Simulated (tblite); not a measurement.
Species: C7H12BFSi.
Numbering: `[CH2:1]=[C:2]([CH3:3])[Si@@H:4]([BH:5][F:6])[C@@H:7]1[CH:8]=[C:9]1[CH3:10]` (hydrogens: H11, H12 on C1; H13, H14, H15 on C3; H16 on Si4; H17 on B5; H18 on C7; H19 on C8; H20, H21, H22 on C10)

Computed with GFN2-xTB (tblite), gas phase: L-BFGS steps from a force-field or distance-geometry start until the largest atomic force falls under 0.01 eV/Å.

Geometry at step 10:
```
atom  x, y, z in Å
C1     -1.9052    0.1385    1.3535
C2     -1.5467   -0.1683    0.1122
C3     -2.0449   -1.4387   -0.5209
Si4    -0.4361    1.0094   -0.9230
B5     -0.5731    2.9007   -0.3537
F6      0.3591    3.4896    0.3595
C7      1.3341    0.3193   -0.9836
C8      1.5206   -1.1866   -1.0392
C9      1.9445   -0.6139    0.0437
C10     2.6372   -0.7348    1.3364
H11    -1.5853    1.0474    1.8405
H12    -2.5497   -0.4985    1.9450
H13    -2.6990   -1.2023   -1.3593
H14    -1.2186   -2.0409   -0.8985
H15    -2.6075   -2.0280    0.2025
H16    -0.9455    0.8923   -2.3113
H17    -1.5033    3.5854   -0.5947
H18     2.0427    0.9151   -1.5637
H19     1.2967   -2.0430   -1.6270
H20     2.2070   -0.0836    2.1025
H21     2.5716   -1.7778    1.6600
H22     3.6910   -0.4618    1.2181
```

Task: Give the atomic forces at this geometry.

Result: 
```tsv
atom	Fx (eV/Å)	Fy (eV/Å)	Fz (eV/Å)
C1	-0.001	0.036	-0.010
C2	0.085	0.070	-0.105
C3	0.052	0.118	0.077
Si4	-0.083	0.028	0.177
B5	-0.192	-0.177	0.072
F6	0.104	0.052	0.030
C7	-0.063	-0.109	0.041
C8	0.006	-0.019	-0.019
C9	-0.052	-0.130	0.091
C10	-0.078	-0.003	-0.062
H11	0.011	-0.018	-0.048
H12	0.057	-0.012	-0.013
H13	0.060	0.004	-0.007
H14	-0.025	0.114	0.032
H15	0.012	-0.022	-0.043
H16	-0.018	-0.092	-0.058
H17	0.042	0.068	-0.006
H18	-0.002	0.005	-0.046
H19	0.133	0.035	0.001
H20	-0.021	-0.085	-0.197
H21	0.091	0.177	0.069
H22	-0.119	-0.039	0.023
```

The largest, 0.27 eV/Å, acts on B5; the rms over all components is 0.078 eV/Å. The forces sum to zero within rounding, as they must for an isolated molecule in no field.

Task: Give the force on B5 in Eh/bohr and in nN.

Result: 0.271 eV/Å ÷ 51.422 = 0.00527 Eh/bohr, and 0.271 eV/Å × 1.602 = 0.43 nN.

Task: How far is this geometry from the end of the optimisation?

Result: 0.104 eV above it, and 0.352 Å rms away after alignment. The bonds farthest from their final lengths, with half the difference of the two atoms' forces along the bond (positive lengthens):

| bond | now (Å) | final (Å) | force along bond (eV/Å) |
| --- | --- | --- | --- |
| C2–Si4 | 1.921 | 1.905 | -0.14 |
| C9–C10 | 1.472 | 1.463 | -0.08 |
| C2–C3 | 1.504 | 1.497 | -0.05 |
| C10–H21 | 1.094 | 1.089 | -0.07 |
| C10–H22 | 1.095 | 1.090 | -0.03 |
| B5–F6 | 1.313 | 1.318 | +0.15 |

The angle farthest from its final value is C8–C9–C10, 148.4° against 153.9°.

The cost below is that of the whole relaxation. The run took 1.4 s wall on one thread, Arm Neoverse V1 (aarch64), no GPU, shared host with 32 logical CPUs at a one-minute load of 24.
